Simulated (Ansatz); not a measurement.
Reactions of `C=C[Si](Cl)(Cl)Cl`.

Computed with Ansatz on PBE0-D4/def2-TZVP structures; ΔE is electronic, products minus reactants. CBS: MP2 limit from def2 TZ/QZ plus the TZ coupled-cluster correction, frozen cores. This one scheme is used for every species. DFT in def2-TZVPP. One conformer a species, not always the lowest.

| reaction | CCSD(T)/CBS(def2) (kJ/mol) |
| --- | --- |
| `C=C[Si](Cl)(Cl)Cl` + H₂ → `Cl[SiH](Cl)Cl` + `C=C` | -5 |
| `C=C[Si](Cl)(Cl)Cl` + `FBF` → `FB(F)[Si](Cl)(Cl)Cl` + `C=C` | 45 |
| `C=C[Si](Cl)(Cl)Cl` + H₂O → `C=C[Si](O)(Cl)Cl` + HCl | ? |
| `C=C[Si](Cl)(Cl)Cl` + CH₃OH → `CO[Si](Cl)(Cl)Cl` + `C=C` | -99 |
| `C=C[Si](Cl)(Cl)Cl` + H–F → `C=C[Si](F)(Cl)Cl` + HCl | -44 |

**Question.** Fill in the missing values. (Estimate.)

**Answer.** The calculation gave: `C=C[Si](Cl)(Cl)Cl` + H₂O → `C=C[Si](O)(Cl)Cl` + HCl: -10.3 kJ/mol.

Largest T1 diagnostic: 0.013, for `FBF`.
